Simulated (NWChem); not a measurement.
System: C₂H₅FSi; SMILES C(=C/[SiH3])/F

Here is an NWChem input.

```
start job
memory heap 200 mb stack 900 mb global 1100 mb
geometry units angstroms noautosym nocenter noautoz
  F      0.743792     1.663296     0.000000
  C     -0.544505     1.325954     0.000000
  C     -0.940837     0.056092     0.000000
  Si     0.248368    -1.392281     0.000000
  H     -1.193676     2.208502     0.000000
  H     -2.022617    -0.106376     0.000000
  H      1.122451    -1.372216     1.211586
  H     -0.545510    -2.657150     0.000000
  H      1.122451    -1.372216    -1.211586
end
basis spherical
  * library def2-svp
end
dft
  xc pbe0
  iterations 150
end
cosmo
  do_cosmo_smd true
  solvent hexane
end
task dft energy
```

Structure relaxed at the PBE0/def2-SVP level. Solvent: n-hexane.

Level: PBE0/def2-SVP with SMD (1 M gas to 1 M solution), gas-phase geometry. Reactions with the solvent are ignored.

Q: What results follow from this input? (PBE0/def2-SVP, SMD on the gas-phase geometry.) Quantities: solvation free energy (kcal/mol); cavity-dispersion-structure term (kcal/mol); dipole in solution (D).

A: solvation free energy (kcal/mol): -1.1
cavity-dispersion-structure term (kcal/mol): 0.0
dipole in solution (D): 1.72
